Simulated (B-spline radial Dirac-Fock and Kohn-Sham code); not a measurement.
# Fe¹⁷⁺: eigenvalues, ΔSCF and the reference

System: the Fe¹⁷⁺ ion in the configuration [He] 2s2 2p5.

The density-functional columns are spherical, spin-unpolarised Dirac-Kohn-Sham results without Breit or QED terms: −ε is minus the orbital energy of the initial state and ΔSCF the difference of two total energies. The reference in the last column comes from multi-electron Dirac-Fock with separately optimised hole states, Breit and Lamb-shift corrections added in first order. All numbers are from an atomic code on a B-spline grid, in eV; a selection of levels is shown. The Kohn-Sham columns are given as differences from the reference. For the 1s level of heavy atoms much of the gap between ΔSCF and the reference is the Breit and QED part, -11.2 eV here; for other levels the error of the functional can be larger.

| level | LDA −ε − DF | LDA ΔSCF − DF | Dirac-Fock |
| --- | --- | --- | --- |
| 1s | -166.3 | +14.1 | 7828.1 |
| 2s | -56.3 | -12.6 | 1480.6 |
| 2p | -47.2 | +2.8 | 1364.0 |

Values without a named source are computed, but for edge energies of neutral atoms, which are taken from tables.
